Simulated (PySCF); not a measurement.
Vertical excitations of a molecule CH6FNOSi2 from TDA-M06-2X/def2-SVPD (PySCF), as energy in eV (oscillator strength): 6.07 (0.007), 6.27 (0.002), 7.22 (0.011), 7.47 (0.001), 7.63 (0.009), 7.72 (0.023), 8.02 (0.000), 8.13 (0.003), 8.23 (0.014), 8.44 (0.014). Lowest triplet (TDA): 5.80 eV. Geometry: ωB97X-D3(BJ)/def2-SVP. The values are those of a single conformer.

Task: Which structure fits?
A) O[Si@H]1N[SiH2][C@@H]1F
B) F[Si@@H]1CN[SiH2]O1
C) N[Si@]1(F)C[SiH2]O1
D) F[Si@H]1N[SiH2]CO1

Result: B, F[Si@@H]1CN[SiH2]O1
